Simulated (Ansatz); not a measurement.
Ansatz (a first-principles code) input:

Ansatz 0.2 input:
```yaml
crystal:
  periodic: [false, false, false]
  atoms:
    - {symbol: C, position_ang: [0.04793090, -0.02243862, 0.40688146]}
    - {symbol: Br, position_ang: [0.88516248, 1.37943004, -0.19843581]}
    - {symbol: Br, position_ang: [-0.90769702, -1.34408759, -0.20345645]}
basis:
  gaussian:
    orbitals: def2-TZVP
hamiltonian:
  xc: b3lyp
  dispersion: d3bj
total_charge: 1
magnetization: {spin_polarized: true, initial_magnetization: 1}
relax: {f_tol: 0.002, max_steps: 150}
```

**Question.** What final total energy does it print?

**Answer.** -5186.05856 Eh (B3LYP-D3(BJ)/def2-TZVP). The basis has 127 functions.
